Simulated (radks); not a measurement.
Bi II, 82 electrons, occupied as [Hg] 6p1 7d1 (not the ground configuration).

All-electron calculation, scalar-relativistic Kohn-Sham, r2SCAN, spin-polarised, spherical densities, finite nucleus; open shells are filled with parallel spins first (spin-orbit coupling, left out, can overturn this in heavy ions); meta-GGA in the generalised Kohn-Sham scheme; Fermi nuclear charge, rms radius 5.5211 fm. Program: a radial shooting solver on a logarithmic mesh with Libxc functionals.

Energy parts (hartree):
| part | energy |
|---|---|
| total | -21526.0950 |
| kinetic | 24399.4738 |
| electron-nucleus | -53750.6186 |
| Hartree | 8219.7503 |
| exchange-correlation | -394.7005 |

Orbitals (lengths in bohr, moments of r in powers of bohr; <r^-3> diverges for s and p1/2):
orbital  occ.  eigenvalue (hartree)      <r>  <r^-3>      <r^2>
1s up       1             -3334.714  0.01580       -  0.0003464
1s down     1             -3334.712  0.01580       -  0.0003464
2s up       1             -600.7442  0.06648       -   0.005244
2s down     1             -600.7442  0.06648       -   0.005244
2p up       3             -514.0158  0.06055   31040   0.004487
2p down     3             -514.0153  0.06055   31040   0.004487
3s up       1             -145.8642   0.1715       -    0.03365
3s down     1             -145.8639   0.1715       -    0.03365
3p up       3             -120.9807   0.1736    7253    0.03498
3p down     3             -120.9803   0.1736    7253    0.03498
3d up       5             -95.89801   0.1575   870.8    0.02904
3d down     5             -95.89758   0.1575   870.8    0.02904
4s up       1             -34.15461   0.3770       -     0.1603
4s down     1             -34.15377   0.3770       -     0.1603
4p up       3             -25.96715   0.4022    1792     0.1837
4p down     3             -25.96630   0.4022    1792     0.1837
4d up       5             -16.54938   0.4223   191.3     0.2057
4d down     5             -16.54840   0.4223   191.3     0.2057
4f up       7              -6.19927   0.4411   39.28     0.2322
4f down     7              -6.19809   0.4411   39.29     0.2322
5s up       1              -6.43413   0.8337       -     0.7784
5s down     1              -6.43122   0.8340       -     0.7789
5p up       3              -4.13811   0.9495   339.1      1.016
5p down     3              -4.13629   0.9496   338.8      1.016
5d up       5              -1.54822    1.228   24.40      1.744
5d down     5              -1.54298    1.221   24.57      1.720
6s up       1              -1.04169    2.092       -      4.909
6s down     1              -1.00108    2.056       -      4.741
6p up       1              -0.61046    2.620   37.26      7.716
6p down     0              -0.55058    2.565   40.22      7.400
7d up       1              -0.10289    10.06  0.4160      113.4

The highest occupied level is 7d up at -2.800 eV. The configuration is held as typed, so some empty levels lie below it. The density falls to 0.001 e/bohr^3 at r = 4.02 bohr. The electron density at the nucleus is 3.212e+06 e/bohr^3 (large components only).
